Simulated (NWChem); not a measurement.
A series in which one site is exchanged, each optimised at PBE0/def2-SVP with NWChem, gas phase unless a solvent is named. All stand in one matching conformer (torsions within 35°), which need not be the lowest. For some, no frequency run checked for a minimum. def2 effective core potentials on In; no spin-orbit coupling.

A: [InH2][S]C (CH₅InS; site = In)
B: C[S][GaH2] (CH5GaS; site = Ga)
C: [S](C)[AlH2] (CH5AlS; site = Al)
D: BSC (CH₅BS; site = B)

```
quantity                                                 A     B  C     D
----------------------------------------------------  ----  ----  -  ----
dipole (D), PBE0/def2-SVP                             1.60  1.47  ?  1.76
orbital gap (eV), PBE0/def2-SVP                       5.21  5.78  ?  6.91
static polarisability, B3LYP/def2-SVPD (bohr³)        77.6  67.9  ?  51.2
lowest singlet excitation, B3LYP/def2-SVPD, TDA (eV)  4.27  4.87  ?  5.96
```

Question: Complete the blanks.

Answer: 
- dipole (D), PBE0/def2-SVP, C: 1.50
- orbital gap (eV), PBE0/def2-SVP, C: 5.94
- static polarisability, B3LYP/def2-SVPD (bohr³), C: 66.2
- lowest singlet excitation, B3LYP/def2-SVPD, TDA (eV), C: 5.03
